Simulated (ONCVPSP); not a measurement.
# Sc (Z = 21), ONCV: configuration errors across variants

| Property | Result |
| --- | --- |
| Element | Sc (Z = 21) |
| Generator | ONCVPSP 4.0.1 |
| Type | optimised norm-conserving Vanderbilt (ONCV) |
| Functional | PBE |
| Relativity | scalar-relativistic |
| Frozen core | [Ne] |
| Valence charge | 11 |
| Reference configuration | 3s2 3p6 3d1 4s2 |
| Partial waves | 3s+4s: rc 1.65 bohr, ncon 4, nbas 7, qcut 8.1 1/bohr, 2 projectors; 3p: rc 1.20 bohr, ncon 4, nbas 8, qcut 6 1/bohr, 2 projectors, debl 0.9 Ha; 3d: rc 1.95 bohr, ncon 4, nbas 8, qcut 8.7 1/bohr, 2 projectors, debl 3.3 Ha |
| Local potential | polynomial inside 1.15 bohr (lpopt 5, dvloc0 0 Ha) |
| Core correction | none |

In the p channel the program set the typed energies aside and used -1.236, 0.250 Ha.

All-electron excitation energies from the reference (eV): (1) 3s2 3p6 3d1 4s1 6.897; (2) 3s2 3p6 3d1 4s0 19.665; (3) 3s2 3p6 3d1 4s0 4p2 5.674.

Errors AE − PS in meV (a dash: test not solved or not reliable):

```tsv
change	(1)	(2)	(3)	bound ghosts	GHOST(+) flags above zero
base	-0.3	-1.1	+0.1	none	none
p: qcut 3.4	-0.3	-1.0	+0.2	none	none
p: qcut 4.2	-0.3	-1.0	+0.2	none	none
p: qcut 4.8	-0.3	-1.1	+0.2	none	none
p: qcut 5.4	-0.3	-1.1	+0.1	none	none
p: qcut 6.5	-0.3	-1.1	+0.1	none	none
p: qcut 7.2	-0.3	-1.1	+0.1	none	none
p: qcut 7.8	-0.3	-1.1	+0.2	none	none
p: qcut 8.5	-0.3	-1.1	+0.2	none	none
```

Task: Give the same row for: p: qcut 8.9.

Result: -0.3, -1.0, +0.2; bound ghosts: none; GHOST(+) flags above zero: none.
